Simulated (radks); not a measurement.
Problem. These are the eigenvalues of the occupied orbitals of an atom or ion with whole-number occupations (hartree). Method: scalar-relativistic Kohn-Sham, r2SCAN, spin-unpolarised, spherical densities, finite nucleus; meta-GGA in the generalised Kohn-Sham scheme; Fermi nuclear charge, rms radius of each element as measured or else 0.836 A^(1/3) + 0.57 fm; computed with a radial shooting solver on a logarithmic mesh with Libxc functionals.

| orbital | eigenvalue |
|---|---|
| 1s | -587.4517 |
| 2s | -80.20931 |
| 2p | -71.22326 |
| 3s | -12.84144 |
| 3p | -9.90737 |
| 3d | -5.08010 |
| 4s | -1.75136 |
| 4p | -1.04037 |
| 5s | -0.16306 |
| 4d | -0.11879 |

Which element is it, and in what charge state? The configuration may be excited.

Solution. Z = 38, strontium, charge 0: Sr in [Ar] 3d10 4s2 4p4 5s2 4d2. The list shows which subshells hold electrons but not how many an open one holds; the 1s level, -587.45 hartree, gives Z - s = 34.3 by -(Z - s)^2/2, which with screening and relativity narrows Z to a few neighbours, and the depths of the outer levels then fix element, charge and occupations together.
